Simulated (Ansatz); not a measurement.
C₃H₇BrSiZn, SMILES `[SiH3][C]1(Br)C[CH2][Zn]1`, relaxed with RKS PBE0-D4/def2-TZVP in Ansatz from a GFN2-xTB geometry. The force threshold is 0.005 eV/Å; the program also tests the step.

Total charge 0; spin multiplicity 1.

Start:

```xyz
13

Si    1.592   -1.427   -0.350
C     0.466    0.089   -0.413
Br   -0.290    0.162   -2.281
C    -0.703    0.154    0.550
C    -1.408    1.492    0.533
Zn    0.428    2.185   -0.171
H     0.887   -2.648   -0.743
H     2.047   -1.522    1.040
H     2.694   -1.159   -1.271
H    -1.421   -0.635    0.305
H    -0.308   -0.054    1.552
H    -1.819    1.793    1.491
H    -2.165    1.571   -0.243
```

| step | energy (eV) | largest force (eV/Å) | largest move (Å) |
| --- | --- | --- | --- |
| 1 | -129546.3985 | 1.267 | 0.000 |
| 2 | -129546.4941 | 0.481 | 0.105 |
| 3 | -129546.5239 | 0.185 | 0.052 |
| 4 | -129546.5325 | 0.108 | 0.043 |
| 5 | -129546.5375 | 0.075 | 0.059 |
| 6 | -129546.5391 | 0.035 | 0.047 |
| 7 | -129546.5392 | 0.026 | 0.010 |
| 8 | -129546.5393 | 0.006 | 0.005 |
| 9 | -129546.5394 | 0.002 | 0.002 |

End:

```xyz
13

Si    1.614   -1.355   -0.340
C     0.370    0.007   -0.518
Br   -0.309    0.020   -2.377
C    -0.812    0.114    0.465
C    -1.365    1.548    0.609
Zn    0.454    2.008   -0.128
H     1.051   -2.709   -0.611
H     2.115   -1.328    1.065
H     2.749   -1.121   -1.269
H    -1.610   -0.574    0.155
H    -0.440   -0.221    1.440
H    -1.669    1.818    1.617
H    -2.149    1.792   -0.107
```

It took 19 s on 2 threads of an AMD EPYC 7R13 on a shared host and a share of an NVIDIA H100 80 GB, with 1.1 GiB of host memory at the peak.
